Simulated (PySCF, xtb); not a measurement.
sulfuric acid cation (H₂O₄S), SMILES O=S(O)(O)=O (connectivity only; charge and spin as stated), charge +1, multiplicity 2. One conformer was computed; it need not be the lowest.

Harmonic wavenumbers (cm⁻¹) from GFN2-xTB (xtb) at its own minimum, in rising order: 90, 245, 340, 346, 401, 411, 433, 722, 762, 847, 949, 972, 1150, 3420, 3435.

### Question
What does PBE-D3(BJ)/def2-SVP in PySCF give at its own minimum? (The exact figures need the calculation; the answer reports its results.)

### Answer
161, 302, 324, 373, 415, 428, 451, 815, 871, 913, 1066, 1078, 1122, 3506, 3517. Paired by order, the mean absolute difference is 60 cm⁻¹ and the zero-point energies are 20.8 and 21.9 kcal/mol.
